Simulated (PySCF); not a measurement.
AlH3, SMILES [AlH3].

The structure is a stationary point at B3LYP-D3(BJ)/def2-TZVPD. The isomer is the one that the SMILES or the coordinates give; other isomers of the formula were not compared.

Lowest vertical singlet excitation by several levels in PySCF, with rough processor times relative to the cheapest run on one machine. Each run also gave further roots (ADC and EOM-CCSD ionised and attached states too); roots are paired by order and the bases differ. EOM-CCSD serves as a yardstick, not as the true value; all levels that ended soundly for this molecule are listed, with differences from unrounded values.

```json
[
 {"level": "TDDFT-PBE/def2-TZVPD", "relative cost": "1", "S1 (eV)": "4.88", "S1 minus EOM-CCSD (eV)": "-0.65"},
 {"level": "ADC(2)/aug-cc-pVDZ", "relative cost": "2", "S1 (eV)": "5.82", "S1 minus EOM-CCSD (eV)": "0.29"},
 {"level": "EOM-CCSD/aug-cc-pVDZ", "relative cost": "3", "S1 (eV)": "5.53", "S1 minus EOM-CCSD (eV)": "0.00"},
 {"level": "TDDFT-LC-ωPBE/def2-TZVPD", "relative cost": "3", "S1 (eV)": "5.63", "S1 minus EOM-CCSD (eV)": "0.10"},
 {"level": "TDDFT-CAM-B3LYP/def2-TZVPD", "relative cost": "3", "S1 (eV)": "5.37", "S1 minus EOM-CCSD (eV)": "-0.17"}
]
```
